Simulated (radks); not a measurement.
Values are calculated unless marked as measured or tabulated.
Task: Ionisation of the praseodymium ion Pr3+, [Xe] 4f2, to Pr4+, [Xe] 4f1, under several functionals. Scalar-relativistic Kohn-Sham, spin-polarised, spherical densities, point nucleus; open shells are filled with parallel spins first (spin-orbit coupling, left out, can overturn this in heavy ions); a radial shooting solver on a logarithmic mesh with Libxc functionals. Known Delta-SCF values: RPBE 39.465 eV; Wu-Cohen GGA 39.584 eV. What does exchange-only B88 give, and what is its highest occupied eigenvalue?

Result: 38.182 eV by Delta-SCF; the 4f eigenvalue is -29.128 eV. NIST: 38.98 eV (semi-empirical).
